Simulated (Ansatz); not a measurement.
SnH3(NHMe) (CH7NSn). Total charge 0; singlet. Geometry relaxed at B3LYP-D4/def2-SVP.

Cartesian coordinates in Å:
```
Sn 0.096 0.139 -1.558
H 1.432 -0.338 -2.525
H -1.332 -0.733 -1.950
H -0.199 1.837 -1.733
N 0.577 -0.413 0.365
C -0.329 -0.120 1.463
H 1.541 -0.188 0.604
H -0.418 0.953 1.741
H -1.346 -0.471 1.219
H -0.022 -0.666 2.374
```

In the def2 sets Sn takes a core potential; there is no spin–orbit coupling.

Estimate the harmonic wavenumbers at RKS B3LYP-D4/def2-SVP (Ansatz, unscaled). Is this a minimum?

99, 164, 207, 469, 486, 495, 622, 689, 709, 726, 1077, 1118, 1136, 1367, 1445, 1469, 1491, 1849, 1908, 1917, 2939, 3026, 3074, 3543 cm⁻¹. Yes, no mode is imaginary beyond noise. Zero-point energy 191.5 kJ/mol. Run time 84 s (4 threads of Arm Neoverse N1 on a shared host).
